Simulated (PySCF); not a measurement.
Computed data sheet: `C=CO[Si@](O)([SiH3])N[SiH3]`

Compound: C2H11NO2Si3.
Numbering: `[CH2:1]=[CH:2][O:3][Si@:4]([OH:5])([SiH3:6])[NH:7][SiH3:8]` (hydrogens: H9, H10 on C1; H11 on C2; H12 on O5; H13, H14, H15 on Si6; H16 on N7; H17, H18, H19 on Si8)

Structural features include: C=C double bond and Si–H bond.

GFN2-xTB geometry:

```yaml
Point_group_of_the_GFN2-xTB_geometry: C1
Rotational_constants_A_B_C_of_the_GFN2-xTB_geometry: 1.187, 1.004, 0.729 GHz
```

From PBE0/pcSseg-1 ground state and GIAO shieldings, non-relativistic (PySCF):

```yaml
Dipole_moment: 1.11 D
HOMO_energy: -7.05 eV
LUMO_energy: -0.20 eV
HOMO–LUMO_gap: 6.85 eV
Lowest_Hirshfeld_atomic_charge: -0.33 e on N7
Highest_Hirshfeld_atomic_charge: +0.43 e on Si4
13C_chemical_shifts_computed_TMS_as_zero_by_class: 153.7 (C2), 101.4 (C1) ppm
1H_chemical_shifts_computed_TMS_as_zero_by_class: 6.52 (H11), 5.20 (H10), 4.75 (H17/H18/H19), 4.62 (H9), 3.22 (H13/H14/H15), 2.11 (H12), 0.56 (H16) ppm
Isotropic_shieldings_of_nuclei_other_than_C_and_H_by_class: 242 (N7), 179 (O3), 268 (O5), 379 (Si4), 410 (Si8), 478 (Si6) ppm
Mayer_bond_orders_between_heavy_atoms: C1–C2 1.95, C2–O3 0.97, O3–Si4 0.89, Si4–O5 1.02, Si4–Si6 0.91, Si4–N7 0.90, N7–Si8 0.95
```

Monoisotopic mass from the formula: 165.0098 u.

In atomic units the dipole is 0.44 e·bohr (1 au = 2.5417 D). The rotational constants make it an asymmetric top with κ = (2B − A − C)/(A − C) = 0.20, nearer the oblate limit (+1). With B = h/(8π²I), that is 505.379 GHz u Å² over I, the principal moments of inertia are 425.6, 503.4 and 693.3 u Å² (most abundant isotopes); the inertial defect Ic − Ia − Ib is -235.7 u Å² (zero for a rigid planar frame, negative otherwise).

Isolated species at its GFN2-xTB geometry (one conformer only). GFN2-xTB frequencies show an imaginary mode (23i cm⁻¹), so this geometry is no minimum at that level. NMR classes are plain means over equivalent atoms (diastereotopic ones count apart unless rotation or inversion swaps them), as if these changed places fast; in this geometry the members of some classes differ.

For the NMR shielding job (PBE0/pcSseg-1), hardware: an Arm Neoverse N1 with one thread, no GPU, on a shared host. Cost: 76 s wall, 1.0 GiB resident at most.

The values belong to the conformer `[CH2:1]=[CH:2][O:3][Si@:4]([OH:5])([SiH3:6])[NH:7][SiH3:8]`: C1–C2–O3–Si4 3°, C2–O3–Si4–O5 -65°, O3–Si4–N7–Si8 53°, H–O5–Si4–O3 -50°.
